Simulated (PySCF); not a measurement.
Species: C8H11Br.
Z-matrix (Å and degrees, PBE0-D3(BJ)/def2-SVP geometry), rows numbered from 1:
```
Br
C   1  1.9046
C   2  1.3068  1  120.70
C   3  1.3114  2  159.28  1  -118.23
C   4  1.5092  3  118.61  2    23.38
C   5  1.5286  4  114.15  3    -9.94
C   6  1.5478  5  115.73  4   -63.23
C   7  1.5364  6  117.90  5   113.50
C   2  1.5031  1  116.87  3  -168.02
H   4  1.0963  3  122.36  2  -153.50
H   5  1.1051  4  109.88  3   114.01
H   5  1.1058  4  107.47  3  -131.97
H   6  1.1014  5  107.15  4   174.95
H   6  1.1027  5  109.06  4    61.23
H   7  1.1015  6  107.94  5  -125.81
H   7  1.1048  6  109.62  5   -11.85
H   8  1.1030  7  108.48  6   160.10
H   8  1.1040  7  109.37  6    45.05
H   9  1.1019  2  108.53  1  -147.77
H   9  1.1003  2  110.75  1   -30.20
```

Theory: PBE0-D3(BJ)/def2-SVP geometry optimisation, gas phase in PySCF 2.14.0.

Take the most abundant isotopes and a rigid rotor. The values belong to one conformer with, in the numbering `[Br:1][C:2]1=[C:3]=[CH:4][CH2:5][CH2:6][CH2:7][CH2:8][CH2:9]1`, C3–C4–C5–C6 -10°, C4–C5–C6–C7 -63°, C5–C6–C7–C8 114°, C6–C7–C8–C9 -79°.

(1) Give the principal moments of inertia and the rotational constants in MHz.

(2) What kind of rotor is it?

(3) Is it planar, by Δ = Ic − Ia − Ib?

(4) Give the other two planar moments, Paa and Pbb, and the rms extents of the mass along the axes.

(5) Give the coordinates in the principal-axis frame, origin at the centre of mass.

(6) Which types of transition are allowed, and where do some lines up to J = 5 fall?

(7) Estimate the classical rotational partition function at 200 K, 298.15 K and 500 K.

## Answers

(1) Ia = 273.10, Ib = 679.24, Ic = 802.31 u·Å²; 505379 MHz·u·Å²/I gives A = 1851, B = 744.0, C = 629.9 MHz.

(2) An asymmetric top; Ray's κ = -0.813.

(3) Not planar: Δ = Ic − Ia − Ib = -150.03 u·Å². For a rigid frame Δ = −2 Σ m c², so Σ m c² = 75.02 u·Å² lies off the ab plane: 17.37 from hydrogen and 57.65 from heavier atoms. The atom farthest from that plane is 2.02 Å away.

(4) Paa = Σ m a² = (Ib + Ic − Ia)/2 = 604.22 and Pbb = Σ m b² = (Ia + Ic − Ib)/2 = 198.09 u·Å². With the mass M = 186.00 u, the rms extents √(P/M) along a, b and c are 1.80, 1.03, 0.64 Å.

(5) The sense of each axis is arbitrary; atoms in the order of the calculation.
```json
{"atom": "Br1", "mass (u)": "78.918", "a (Å)": "1.876", "b (Å)": "-0.162", "c (Å)": "-0.245"}
{"atom": "C2", "mass (u)": "12.000", "a (Å)": "0.248", "b (Å)": "0.041", "c (Å)": "0.722"}
{"atom": "C3", "mass (u)": "12.000", "a (Å)": "-0.572", "b (Å)": "-0.966", "c (Å)": "0.867"}
{"atom": "C4", "mass (u)": "12.000", "a (Å)": "-1.670", "b (Å)": "-1.678", "c (Å)": "0.774"}
{"atom": "C5", "mass (u)": "12.000", "a (Å)": "-2.638", "b (Å)": "-1.370", "c (Å)": "-0.342"}
{"atom": "C6", "mass (u)": "12.000", "a (Å)": "-2.324", "b (Å)": "-0.083", "c (Å)": "-1.105"}
{"atom": "C7", "mass (u)": "12.000", "a (Å)": "-2.397", "b (Å)": "1.223", "c (Å)": "-0.277"}
{"atom": "C8", "mass (u)": "12.000", "a (Å)": "-1.092", "b (Å)": "1.997", "c (Å)": "-0.038"}
{"atom": "C9", "mass (u)": "12.000", "a (Å)": "-0.173", "b (Å)": "1.445", "c (Å)": "1.059"}
{"atom": "H10", "mass (u)": "1.008", "a (Å)": "-1.931", "b (Å)": "-2.452", "c (Å)": "1.504"}
{"atom": "H11", "mass (u)": "1.008", "a (Å)": "-2.684", "b (Å)": "-2.221", "c (Å)": "-1.045"}
{"atom": "H12", "mass (u)": "1.008", "a (Å)": "-3.648", "b (Å)": "-1.305", "c (Å)": "0.103"}
{"atom": "H13", "mass (u)": "1.008", "a (Å)": "-3.038", "b (Å)": "-0.018", "c (Å)": "-1.941"}
{"atom": "H14", "mass (u)": "1.008", "a (Å)": "-1.330", "b (Å)": "-0.175", "c (Å)": "-1.573"}
{"atom": "H15", "mass (u)": "1.008", "a (Å)": "-3.081", "b (Å)": "1.915", "c (Å)": "-0.795"}
{"atom": "H16", "mass (u)": "1.008", "a (Å)": "-2.877", "b (Å)": "1.019", "c (Å)": "0.697"}
{"atom": "H17", "mass (u)": "1.008", "a (Å)": "-1.345", "b (Å)": "3.036", "c (Å)": "0.232"}
{"atom": "H18", "mass (u)": "1.008", "a (Å)": "-0.525", "b (Å)": "2.060", "c (Å)": "-0.983"}
{"atom": "H19", "mass (u)": "1.008", "a (Å)": "-0.711", "b (Å)": "1.428", "c (Å)": "2.020"}
{"atom": "H20", "mass (u)": "1.008", "a (Å)": "0.706", "b (Å)": "2.095", "c (Å)": "1.186"}
```

(6) The dipole components are |μa| = 2.24 D, |μb| = 0.56 D, |μc| = 0.06 D. The squared components, which scale the intensities, stand as 1.00 : 0.06 : 0.00 (a : b : c). Some lines, for components of 0.1 D or more:

```json
{"type": "a", "branch": "R", "J(Ka,Kc)": "1(0,1) ← 0(0,0)", "MHz": "1374", "lower level (cm⁻¹)": "0.000"}
{"type": "b", "branch": "Q", "J(Ka,Kc)": "5(1,4) ← 5(0,5)", "MHz": "2234", "lower level (cm⁻¹)": "0.678"}
{"type": "b", "branch": "Q", "J(Ka,Kc)": "2(2,0) ← 2(1,1)", "MHz": "3328", "lower level (cm⁻¹)": "0.182"}
{"type": "b", "branch": "R", "J(Ka,Kc)": "2(1,2) ← 1(0,1)", "MHz": "3740", "lower level (cm⁻¹)": "0.046"}
{"type": "a", "branch": "R", "J(Ka,Kc)": "3(1,3) ← 2(1,2)", "MHz": "3946", "lower level (cm⁻¹)": "0.171"}
{"type": "b", "branch": "R", "J(Ka,Kc)": "5(1,4) ← 4(2,3)", "MHz": "4177", "lower level (cm⁻¹)": "0.613"}
{"type": "b", "branch": "Q", "J(Ka,Kc)": "5(2,4) ← 5(1,5)", "MHz": "4375", "lower level (cm⁻¹)": "0.696"}
{"type": "a", "branch": "R", "J(Ka,Kc)": "4(2,2) ← 3(2,1)", "MHz": "5570", "lower level (cm⁻¹)": "0.432"}
{"type": "b", "branch": "Q", "J(Ka,Kc)": "5(3,2) ← 5(2,3)", "MHz": "5621", "lower level (cm⁻¹)": "0.851"}
{"type": "a", "branch": "R", "J(Ka,Kc)": "4(1,3) ← 3(1,2)", "MHz": "5706", "lower level (cm⁻¹)": "0.325"}
{"type": "b", "branch": "Q", "J(Ka,Kc)": "5(3,3) ← 5(2,4)", "MHz": "5889", "lower level (cm⁻¹)": "0.842"}
{"type": "b", "branch": "R", "J(Ka,Kc)": "5(0,5) ← 4(1,4)", "MHz": "6019", "lower level (cm⁻¹)": "0.477"}
{"type": "b", "branch": "R", "J(Ka,Kc)": "4(1,4) ← 3(0,3)", "MHz": "6110", "lower level (cm⁻¹)": "0.274"}
{"type": "b", "branch": "R", "J(Ka,Kc)": "2(2,1) ← 1(1,0)", "MHz": "6181", "lower level (cm⁻¹)": "0.087"}
{"type": "b", "branch": "R", "J(Ka,Kc)": "2(2,0) ← 1(1,1)", "MHz": "6304", "lower level (cm⁻¹)": "0.083"}
{"type": "a", "branch": "R", "J(Ka,Kc)": "5(1,5) ← 4(1,4)", "MHz": "6552", "lower level (cm⁻¹)": "0.477"}
{"type": "a", "branch": "R", "J(Ka,Kc)": "5(2,4) ← 4(2,3)", "MHz": "6851", "lower level (cm⁻¹)": "0.613"}
{"type": "a", "branch": "R", "J(Ka,Kc)": "5(2,3) ← 4(2,2)", "MHz": "7007", "lower level (cm⁻¹)": "0.617"}
{"type": "a", "branch": "R", "J(Ka,Kc)": "5(1,4) ← 4(1,3)", "MHz": "7114", "lower level (cm⁻¹)": "0.515"}
{"type": "b", "branch": "Q", "J(Ka,Kc)": "4(4,0) ← 4(3,1)", "MHz": "8128", "lower level (cm⁻¹)": "0.808"}
{"type": "b", "branch": "Q", "J(Ka,Kc)": "4(4,1) ← 4(3,2)", "MHz": "8131", "lower level (cm⁻¹)": "0.808"}
{"type": "b", "branch": "R", "J(Ka,Kc)": "4(2,3) ← 3(1,2)", "MHz": "8643", "lower level (cm⁻¹)": "0.325"}
{"type": "b", "branch": "Q", "J(Ka,Kc)": "5(5,0) ← 5(4,1)", "MHz": "10454", "lower level (cm⁻¹)": "1.309"}
{"type": "b", "branch": "R", "J(Ka,Kc)": "5(3,2) ← 4(2,3)", "MHz": "12750", "lower level (cm⁻¹)": "0.613"}
{"type": "b", "branch": "R", "J(Ka,Kc)": "4(4,1) ← 3(3,0)", "MHz": "13642", "lower level (cm⁻¹)": "0.624"}
{"type": "b", "branch": "R", "J(Ka,Kc)": "4(4,0) ← 3(3,1)", "MHz": "13642", "lower level (cm⁻¹)": "0.624"}
{"type": "b", "branch": "R", "J(Ka,Kc)": "5(4,1) ← 4(3,2)", "MHz": "15019", "lower level (cm⁻¹)": "0.808"}
```

(7) Point group C1, symmetry number σ = 1; q = (√π/σ)·√((kT/h)³/(ABC)), k/h = 20836.6 MHz/K: 512000 at 200 K, 932000 at 298.15 K, 2020000 at 500 K.

Whether it is a minimum is left open (no frequencies). No vibrational averaging or centrifugal distortion is included, and the geometry carries the error of its method. Quadrupole hyperfine structure (79Br) is left out.

Hardware: one thread of an Arm Neoverse V2, no GPU, on a shared host. Cost: 3.2 min wall, 1.0 GiB resident at most. This is the geometry optimisation.
